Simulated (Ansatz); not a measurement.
Basis-set extrapolation for `N=C1OC1([SiH3])Cl` (PBE0-D4/def2-TZVP geometry, frozen core, the Gaussian-basis code of Ansatz). Multiplicity 1, RHF reference.

```tsv
	def2-TZVPP	def2-QZVPP
HF	-955.832758	-955.863407
MP2 correlation	-1.060481	-1.141595
CCSD(T) correlation	-1.149457	not run
```

Energies in hartree. Use E(X) = E(∞) + A·exp(−7.88·√X) for Hartree–Fock and E(X) = E(∞) + B·X^(−2.97) for correlation, with X = 3 and 4, and add CCSD(T) minus MP2 of the smaller set to the MP2 limit.

Q: What is the CCSD(T) energy at the basis-set limit?

A: HF limit: -955.863407 + (-0.030649) × 0.13774 = -955.86763. MP2 limit: -1.141595 + (-0.081114) × 0.74074 = -1.20168. Higher-order term: -1.149457 − (-1.060481) = -0.08898. Total: -957.15829 hartree, 462.3 kJ/mol below CCSD(T)/def2-TZVPP.
